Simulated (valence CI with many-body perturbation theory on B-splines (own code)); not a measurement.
## Assign the levels of Rh XIII

Calculated by configuration interaction combined with many-body perturbation theory (CI+MBPT): five valence electrons over a frozen Dirac-Fock core [Ar] 3d10, radial functions for each j: 11 s, 11 p, 10 d, 8 f, 5 g, 2 h, with the one-electron correlation potential Σ1, the two-electron term Σ2, the three-electron term Σ3, Breit, model QED; selected CI, second order for the rest, scaled by the run's own slope (own B-spline code, finite nucleus).

No measured levels were compared; by estimate levels hold to about 250 cm⁻¹ or 0.2 % of their energy and the worst to 1 %, as in measured heavy ions of charge 2 to 7; those with d or f electrons hold less well. Among the levels kept, up to 2500 cm⁻¹ of a level comes from second order outside the variational space, and about a tenth of that is noise between levels of different J, which matters for small intervals.

| No. | J | Parity | E (eV) | g |
| --- | --- | --- | --- | --- |
| 3 | 5/2 | odd | 6.097 | 1.200 |
| 4 | 1/2 | odd | 8.984 | 0.665 |
| 6 | 5/2 | even | 35.216 | 1.572 |
| 7 | 3/2 | even | 38.227 | 1.675 |
| 8 | 1/2 | even | 38.910 | 2.590 |
| 9 | 3/2 | even | 43.397 | 0.910 |
| 10 | 5/2 | even | 44.578 | 1.228 |
| 13 | 3/2 | even | 54.416 | 0.548 |
| 17 | 7/2 | even | 58.009 | 1.253 |
| 18 | 1/2 | even | 58.503 | 0.074 |
| 19 | 3/2 | even | 58.720 | 1.091 |
| 21 | 9/2 | even | 59.712 | 1.287 |

Energies count from the lowest level. Strongly mixed levels and levels close to another of their J and parity are left out, so the numbers can have gaps.

(1) Give configuration and LS term of each level.

## Answers

(1) 3: 4s2.4p3 2D°; 4: 4s2.4p3 2P°; 6: 4s.4p4 4P; 7: 4s.4p4 4P; 8: 4s.4p4 4P; 9: 4s.4p4 2D; 10: 4s.4p4 2D; 13: 4s2.4p2.4d 4F; 17: 4s2.4p2.4d 4F; 18: 4s2.4p2.4d 4D; 19: 4s2.4p2.4d 4D; 21: 4s2.4p2.4d 4F.
